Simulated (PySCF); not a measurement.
CH4Cl2OSi. Atoms are numbered in the order given.

```xyz
9

C     -1.1204     1.7433     0.0000
Si     0.0965     0.3440     0.0000
O      1.6317     0.9834     0.0000
Cl    -0.1746    -0.8699    -1.6689
Cl    -0.1746    -0.8699     1.6689
H     -0.9766     2.3715     0.9014
H     -2.1559     1.3516     0.0000
H     -0.9766     2.3715    -0.9014
H      2.3617     0.3389     0.0000
```
Charge 0, spin multiplicity 1.

Geometry optimised at PBE-D3(BJ)/def2-SVP. One conformer was computed; it need not be the lowest.

The numbers are results of PBE/def2-TZVP (PySCF), not measurements.

Gas-phase values at a fixed geometry.

Problem. Estimate the frontier levels, gap, dipole moment and polarisability. (The exact figures need the calculation; the answer reports its results.)

Solution. 
| Quantity | Value |
|---|---|
| highest occupied level | -7.51 eV |
| lowest empty level | -0.58 eV |
| orbital gap | 6.94 eV |
| dipole moment | 0.99 D |
| quadrupole, principal values (traceless, Buckingham form, about the centre of nuclear charge) | -4.57, -4.24, 8.81 D·Å |
| mean static polarisability | 64.5 bohr³ (9.55 Å³) |
| polarisability, principal values | 57.7, 66.0, 69.7 bohr³ |
